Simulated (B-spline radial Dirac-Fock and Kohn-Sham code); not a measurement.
## Form factor and incoherent scattering function of Te³⁷⁺

System: Te³⁷⁺, [Ne] 3s2 3p3.

Input of the calculation (task.json; shells as n, l, electrons):

```json
{"items": [{
  "Z": 52,
  "q": 37,
  "cfg": [[1, 0, 2], [2, 0, 2], [2, 1, 6], [3, 0, 2], [3, 1, 3]],
  "A": 130,
  "rrms": 4.7423,
  "do": ["scatter"],
  "s": [0.0, 0.05, 0.1, 0.15, 0.2, 0.25, 0.3, 0.35, 0.4, 0.45, 0.5, 0.6, 0.7, 0.8, 0.9, 1.0, 1.1, 1.2, 1.4, 1.6, 1.8, 2.0, 2.5, 3.0, 3.5, 4.0, 5.0, 6.0],
  "pz": [0, 0.1, 0.2, 0.3, 0.4, 0.5, 0.6, 0.8, 1.0, 1.2, 1.4, 1.6, 1.8, 2.0, 2.5, 3.0, 4.0, 5.0, 7.0, 10.0, 15.0, 20.0, 30.0, 40.0, 60.0, 100.0],
  "hv_scatter": [1000, 2000, 5000, 10000, 20000, 50000, 200000, 1000000]
}]}
```

Launch: `python xray_run.py task.json out`

The computed values come from a radial B-spline solver: configuration-average Dirac-Fock orbitals. f₀ is the Fourier transform of the spherical electron density, S the Waller-Hartree incoherent function, and s = sin θ/λ. The electron scattering factor follows from the Mott-Bethe formula f_e = 0.023934 Å⁻¹·(Z − f₀)/s².

```tsv
s (Å⁻¹)	f₀	S	f_e (Å)
0	15.000	0.000	–
0.05	14.989	0.013	354.324
0.1	14.958	0.053	88.657
0.15	14.905	0.118	39.459
0.2	14.833	0.208	22.239
0.25	14.740	0.322	14.269
0.3	14.628	0.459	9.938
0.35	14.498	0.616	7.327
0.4	14.350	0.793	5.632
0.45	14.186	0.987	4.469
0.5	14.007	1.196	3.637
0.6	13.609	1.651	2.552
0.7	13.165	2.141	1.897
0.8	12.688	2.649	1.470
0.9	12.188	3.161	1.176
1	11.676	3.665	0.965
1.1	11.162	4.151	0.808
1.2	10.654	4.613	0.687
1.4	9.687	5.452	0.517
1.6	8.815	6.177	0.404
1.8	8.057	6.803	0.325
2	7.412	7.353	0.267
2.5	6.196	8.515	0.175
3	5.309	9.499	0.124
3.5	4.549	10.352	0.093
4	3.853	11.078	0.072
5	2.707	12.168	0.047
6	1.964	12.870	0.033
```

f₀ starts at the number of electrons, 15, and has fallen to half at s ≈ 1.97 Å⁻¹. The sum of ⟨r²⟩ over the electrons is 0.5738 bohr². For an ion f_e diverges as s goes to zero, because of the net charge.
